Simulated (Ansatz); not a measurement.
Cost and result up the ladder for (H2Al-mu-OH)3 (Al₃O₃H₉) (15 atoms). Total charge 0; singlet. Geometry: PBE-D4/def2-SVP.

```xyz
15

Al    1.4752   -0.0008    1.0639
H     1.9618   -0.4910    2.5106
H     2.3624    0.7709   -0.0155
O     0.7587   -1.5244    0.2294
Al   -0.3192   -1.4681   -1.3151
H    -1.6998   -2.1747   -0.9293
H     0.5296   -1.7821   -2.6331
O    -0.5045    0.4042   -1.2871
Al   -1.2462    1.5650   -0.0040
H    -2.6993    1.0701    0.4405
H    -0.9047    3.0336   -0.5356
O    -0.0659    1.0308    1.3635
H     0.7101   -2.3229    0.7855
H     0.0477    0.8610   -1.9504
H    -0.4060    1.0285    2.2766
```

Ansatz on 4 threads of AMD EPYC 7B13 on a shared host. Times are rough, and most runs start from the orbitals of an earlier one. r2SCAN0-D4/def2-TZVP serves as the yardstick here, not as an exact answer. Differences are given only for rows in sets of like size (and for xTB, whose basis is part of the method), since another set adds its own error. Binding counts from free atoms at the same level (Al doublet, H doublet, O triplet; other spins of the atoms weren't run), without zero-point energy or a counterpoise term.

B3LYP takes the VWN-RPA correlation. Correlated methods freeze 18 core orbitals. The rows differ in basis, and correlated rows in double-zeta sets carry the largest basis error.

Correlated methods converge slowly with the basis, most of all in double-zeta sets.

```
                         level  functions  wall time  binding energy per atom (eV)  difference from r2SCAN0-D4/def2-TZVP (eV)
                     HF/STO-3G         51     0.25 s                          3.48                                          –
                      HF/6-31G         84      0.5 s                          2.36                                          –
                B3LYP-D4/6-31G         84      1.4 s                          3.24                                          –
               PBE-D4/def2-SVP        141      1.4 s                          3.44                                          –
              PBE0-D4/def2-SVP        141        2 s                          3.40                                          –
PBE-D4/def2-TZVP (with forces)        258      3.1 s                          3.41                                       0.01
            B3LYP-D4/def2-TZVP        258      3.9 s                          3.43                                       0.03
                 MP2/def2-TZVP        258      3.9 s                          3.38                                      -0.02
             PBE0-D4/def2-TZVP        258      4.3 s                          3.37                                      -0.03
           r2SCAN-D4/def2-TZVP        258      5.5 s                          3.45                                       0.05
          r2SCAN0-D4/def2-TZVP        258      6.5 s                          3.40                                       0.00
              B97M-V/def2-TZVP        258      9.5 s                          3.49                                       0.09
              CCSD(T)/def2-SVP        141       14 s                          3.30                                          –
```
